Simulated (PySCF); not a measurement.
## Calculated NMR parameters of C1CC[Si]2(C1)CCCC2

* Formula: C8H16Si
* SMILES: C1CC[Si]2(C1)CCCC2
* InChI: InChI=1S/C8H16Si/c1-2-6-9(5-1)7-3-4-8-9/h1-8H2
* Point group of the computed structure: S4
* Degrees of unsaturation: 2
* Carbon signals: 2
* Proton signals: 2

Bonds (- single, = double, # triple, : aromatic): C1-C2, C2-C3, C3-Si4, Si4-C5, Si4-C6, C6-C7, C7-C8, C8-C9, C5-C1, C9-Si4. C1 carries H10, H11; C2 carries H12, H13; C3 carries H14, H15; C5 carries H16, H17; C6 carries H18, H19; C7 carries H20, H21; C8 carries H22, H23; C9 carries H24, H25.

All values are calculated (PySCF 2.14): geometry from PBE0-D3(BJ)/def2-SVP, σ from GIAO-PBE/pcSseg-1. No relativistic terms, in vacuum, one conformer, equivalent nuclei averaged.

References, each an isolated molecule treated in the same way: ¹H (31.20 ppm) and ¹³C (180.03 ppm) and ²⁹Si (334.61 ppm) vs TMS.

```tsv
carbon	δC, type	δH (multiplicity)	HMBC from (2–3 bonds)	span of the C tensor (ppm)
C1/C2/C7/C8	32.8, CH2	1.59 (m)	H10/H11/H12/H13/H20/H21/H22/H23, H14/H15/H16/H17/H18/H19/H24/H25	36
C3/C5/C6/C9	16.7, CH2	0.72 (m)	H10/H11/H12/H13/H20/H21/H22/H23, H14/H15/H16/H17/H18/H19/H24/H25	24
```

Other nuclei:
| atoms | nucleus | environment | δ (ppm) | σ (ppm) |
| --- | --- | --- | --- | --- |
| Si4 | ²⁹Si | silicon bonded to 4 C, in a 5-membered ring | 38.3 | 296.3 |

1. Carbon types of the structure: 8 × CH2, which accounts for all hydrogens.
2. δC 32.8: sp3 CH2 in a ring; a saturated carbon with 2 carbon neighbours and no heteroatom attached.
3. δC 16.7: sp3 CH2 bonded to Si.
4. δH 1.59: hydrogen on an sp3 CH2 in a ring.
5. δH 0.72: hydrogen on an sp3 CH2 bonded to Si; an electropositive neighbour shields it, as in TMS itself.

Shifts are as computed. Against solution values, carbons near 30 ppm lie about +2 ppm off and those near 130 ppm about +2 ppm. Of 1211 compounds with measured shifts, 218 miss one by over three times the rms of a fit or turn the order of signals round; such compounds aren't used in these exercises. Multiplicities follow the n + 1 count of equivalent neighbours, as no J values were calculated; m marks all less simple cases, F and P coupling included.
